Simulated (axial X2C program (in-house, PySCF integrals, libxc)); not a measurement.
Testing model relations on LiBr

A bond curve at the PBE0 level, two-component, was computed with an in-house all-electron X2C program for linear molecules (integrals from PySCF) (basis Br dyall-v3z [8s9p6d1f], Li dyall-v3z [7s8p2d] (cores contracted in-house)) for the state Ω = 0 (closed shell). Its fit gives Re = 2.1692 Å, ωe = 562.7 cm⁻¹, ωexe = 3.47 cm⁻¹ and αe = 5.569e-03 cm⁻¹; the masses are 78.9183 and 7.0160 u. Two-component means X2C with spin–orbit coupling and atomic mean-field Coulomb and Gaunt terms.

Task: Find the reduced mass, Be and the force constant.

Result: From the PBE0 values: μ = 6.4432 u. Be = 16.8576/(μ Re²) = 0.556 cm⁻¹. k = 5.8918×10⁻⁷ μ ωe² = 1.2 mdyn/Å.

Task: Where do the fundamental and the first overtone lie?

Result: ν(1←0) = ωe − 2ωexe = 555.8 cm⁻¹; ν(2←0) = 2ωe − 6ωexe = 1104.6 cm⁻¹.

Task: Give B0, the J = 1←0 line in GHz and the most populated J at 300 K (kT = 208.5 cm⁻¹).

Result: B0 = Be − αe/2 = 0.5532 cm⁻¹; 2B0 = 33.17 GHz; J(max) ≈ √(kT/2B0) − 1/2 = 13.2, so J = 13.

Task: A Morse curve ties αe to the other constants (Pekeris). How well does that hold?

Result: αe(Morse) = 6Be²/ωe × (√(ωexe/Be) − 1) = 4.939e-03 cm⁻¹; the PBE0 curve gives 5.569e-03 cm⁻¹, a ratio of 0.89.

Task: Estimate the centrifugal constant by the Kratzer relation.

Result: D = 4Be³/ωe² = 2.17e-06 cm⁻¹.

The state is one determinant whose occupation by symmetry is held fixed; it was picked as the lowest of a PBE0 search that is not exhaustive.
